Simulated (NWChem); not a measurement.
# C₃H₄F₂; SMILES F[C@@H]1C[C@H]1F

```xyz
9

F      1.7968    -0.1193    -0.4951
C      0.6036     0.4337    -0.1075
C      0.0000     0.0000     1.2036
C     -0.6036    -0.4337    -0.1075
F     -1.7968     0.1193    -0.4951
H      0.4991     1.4716    -0.4133
H      0.5220    -0.7571     1.7818
H     -0.5220     0.7571     1.7818
H     -0.4991    -1.4716    -0.4133
```
Atoms are numbered in this order, from 1.

Program: NWChem. Pople sets run with spherical d functions. Coordinates come from a B3LYP/6-31G* (spherical d) optimisation. Level: B3LYP/6-31G* with SMD (1 M gas to 1 M solution), gas-phase geometry.

Problem. Predict the results for solvent water. Quantities: solvation free energy (kcal/mol); cavity-dispersion-structure term (kcal/mol); dipole in solution (D).

Solution. 
```
Property                                     Value
-------------------------------------------  -----
solvation free energy (kcal/mol)              -1.0
cavity-dispersion-structure term (kcal/mol)    3.2
dipole in solution (D)                        1.25
```
